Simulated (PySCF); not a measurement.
Excitations are Tamm–Dancoff values on a coarser integration grid. The basis has no diffuse functions, so Rydberg states are missing or too high.

Cartesian coordinates (Å):
SMILES: [Cl][Al]([Br])[Cl]
```xyz
4

Cl    -1.1030    -1.7804    -0.0020
Al    -0.0348     0.0008    -0.0002
Cl    -1.0533     1.8108    -0.0022
Br     2.1961    -0.0300     0.0045
```
Charge 0, multiplicity 1.

### Question
Give the HOMO, LUMO, S1 excitation (TDA), S1–T1 gap (TDA) and total energy at the level PBE-D3(BJ)/def2-TZVP // TPSSh-D3(BJ)/def2-TZVP in PySCF 2.14.0.

### Answer

| Item | Value |
|---|---|
| HOMO | -7.64 eV |
| LUMO | -2.25 eV |
| S1 excitation (TDA) | 5.51 eV |
| S1–T1 gap (TDA) | 0.25 eV |
| total energy | -101670.93 eV |
